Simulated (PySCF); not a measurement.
arsine (AsH₃), SMILES [AsH3]. Atoms are numbered in the order given.

```xyz
4

As     0.0000     0.0000     0.0723
H     -1.0974    -0.6336    -0.7954
H      0.0000     1.2671    -0.7954
H      1.0974    -0.6336    -0.7954
```
Charge 0, spin multiplicity 1.

Geometry: PBE-D3(BJ)/def2-TZVPD.

These are PBE0/def2-TZVPD run with PySCF values and carry that method's errors.

Computed frontier levels, gap, dipole moment and polarisability:
```
Property                                                                                                       Result
---------------------------------------------------------------------------------------------  ----------------------
highest occupied level                                                                                       -7.90 eV
lowest empty level                                                                                            0.18 eV
orbital gap                                                                                                   8.07 eV
dipole moment                                                                                                  0.28 D
quadrupole, principal values (traceless, Buckingham form, about the centre of nuclear charge)   -1.89, 0.95, 0.95 D·Å
mean static polarisability                                                                       35.9 bohr³ (5.31 Å³)
polarisability, principal values                                                               35.4, 35.4, 36.7 bohr³
```
